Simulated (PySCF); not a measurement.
A calculated (wB97M-V, PySCF 2.14, aug-cc-pV(Q+d)Z, the non-relativistic Hamiltonian (point nucleus)) atom or ion has these occupied shells.

| shell | electrons | orbital energy (eV) | rms radius, mean of both spins (bohr) |
| --- | --- | --- | --- |
| 1s α | 1 | -2472.4 | 0.113 |
| 1s β | 1 | -2472.2 | 0.113 |
| 2s α | 1 | -264.18 | 0.520 |
| 2s β | 1 | -263.97 | 0.520 |
| 2p α | 3 | -207.38 | 0.492 |
| 2p β | 3 | -207.02 | 0.492 |
| 3s α | 1 | -56.861 | 1.63 |
| 3s β | 1 | -55.335 | 1.63 |
| 3p α | 1 | -44.650 | 1.79 |

(1) Name the element and its charge.

Answers

(1) S³⁺ (sulfur, charge +3), in [Ne] 3s2 3p1, 2P determinant.
